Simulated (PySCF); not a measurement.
NMR data simulated for an unnamed compound:

¹H NMR (400 MHz, computed): δ 7.54 (s, 1H), 4.09 (s, 3H), 2.81 (q, 2H), 1.21 (t, 3H).

¹³C{¹H} NMR (computed): δ 144.7 (C), 136.5 (CH), 34.4 (CH3), 21.0 (CH2), 18.1 (CH3).

Fast rotation and ring inversion assumed for equivalent nuclei, non-relativistic Hamiltonian, no solvent model, single conformer. Geometry from GFN2-xTB; NMR shieldings at PBE0/pcSseg-1/GIAO; PySCF 2.14.

Scale: ¹H and ¹³C vs TMS (reference shieldings calculated alike).

Problem. Which of these does the molecule contain: a CH3CH2 unit, a benzene ring, a three-membered ring, an N-methyl group, a heteroaromatic ring, a nitrile?

Solution. 
- A CH3CH2 unit: yes (δC 18.1, 21.0; δH 1.21 (t), 2.81 (q)).
- A benzene ring: no.
- A three-membered ring: no.
- An N-methyl group: yes (δC 34.4; δH 4.09 (s)).
- A heteroaromatic ring: yes.
- A nitrile: no.

The data belong to `CCc1cnnn1C`, C$_{5}$H$_{9}$N$_{3}$; they needn't prove each group on their own.

Carbon signals by region: 2 in the sp2 and nitrile region (100–160 ppm), 3 below 50 ppm.

Shifts are as computed. Against solution values, carbons near 30 ppm lie about +3 ppm off and those near 130 ppm about +5 ppm. Of 1211 compounds with measured shifts, 218 miss one by over three times the rms of a fit or turn the order of signals round; such compounds aren't used in these exercises. No couplings were computed; multiplicities are counted from neighbouring protons, with m where these are inequivalent, close in shift, in a saturated or five-membered ring or joined by F or P, and br s for small geminal =CH2 splittings.
